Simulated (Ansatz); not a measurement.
Consider the hydrogenolysis of the Sn–F bond: `[CH3][Sn]([CH3])([CH3])[F]` + H₂ → `[CH3][SnH]([CH3])[CH3]` + H–F.

Calculated with Ansatz (gas phase, PBE0-D4/def2-TZVP geometries, no zero-point term in ΔE). CCSD(T)/CBS adds triple-zeta CCSD(T) − MP2 to the extrapolated MP2 energy (def2 sets, frozen cores). This one scheme is used for every species. DFT in def2-TZVPP. Elements past krypton have def2 core potentials. For Sn outer-core shells are correlated without core-valence functions, which leaves a few kJ/mol of doubt a bond.

`[CH3][Sn]([CH3])([CH3])[F]`:

```xyz
14

C     0.926    1.709    0.732
Sn   -0.228    0.175   -0.195
C     0.841   -1.007   -1.610
C    -1.458   -0.939    1.142
F    -1.504    1.155   -1.284
H     1.684    1.276    1.386
H     1.418    2.310   -0.033
H     0.272    2.351    1.322
H     1.325   -0.356   -2.339
H     1.602   -1.608   -1.110
H     0.149   -1.669   -2.130
H    -0.846   -1.548    1.809
H    -2.119   -1.592    0.572
H    -2.062   -0.256    1.739
```

H₂:

Cartesian coordinates in Å:
```
H 0.221 -0.041 -0.298
H -0.221 0.041 0.298
```

`[CH3][SnH]([CH3])[CH3]`:

```xyz
14

C    -1.064    1.705   -0.276
Sn    0.446    0.182   -0.300
C    -0.340   -1.596   -1.205
C     1.068   -0.247    1.707
H    -0.677    2.617    0.182
H    -1.388    1.935   -1.291
H    -1.927    1.365    0.299
H     1.797    0.734   -1.209
H     0.419   -2.379   -1.228
H    -0.662   -1.392   -2.228
H    -1.198   -1.957   -0.635
H     0.217   -0.599    2.293
H     1.471    0.650    2.180
H     1.838   -1.019    1.710
```

H–F:

Z-matrix (Å, degrees):
```
F
H 1 0.920
```

| level | ΔE (kJ/mol) |
| --- | --- |
| CAM-B3LYP-D4 | 65.6 |
| MP2/def2-QZVPP | 61.1 |

Task: What does CCSD(T)/CBS give? (Estimate.)

Result: Computed: +60.2 kJ/mol. The listed levels differ from it by 5.4, 0.9 kJ/mol.

Task: What do rigid-rotor, harmonic-oscillator terms from PBE0-D4/def2-TZVP frequencies (298.15 K, 1 bar) make of the CCSD(T)/CBS value? (An estimate is asked.)

Result: The calculation gave: ΔZPE = +11.2 kJ/mol, ΔH = +68.3 kJ/mol, ΔS = 11 J/(mol·K), ΔG = +65.1 kJ/mol.

Largest T1 diagnostic among the species: 0.011.

From r2SCAN to r2SCAN0 (25 % exact exchange), in def2-TZVPP and without D4, ΔE moves by −10.1 kJ/mol. Leaving LDA and LC-ωPBE aside and taking each functional with its dispersion term where it has one, the values, not all of them listed here, spread over 22.3 kJ/mol, from PBE-QIDH to BLYP-D4. LDA lies −11.9 kJ/mol from PBE without D4. At CCSD(T), def2-SVP lies −4.6 kJ/mol from the extrapolated value and def2-TZVPP −7.3 kJ/mol.

CCSD(T)/CBS has its own doubt, a few kJ/mol and more with outer-core shells, so smaller differences from it don't rank the levels.
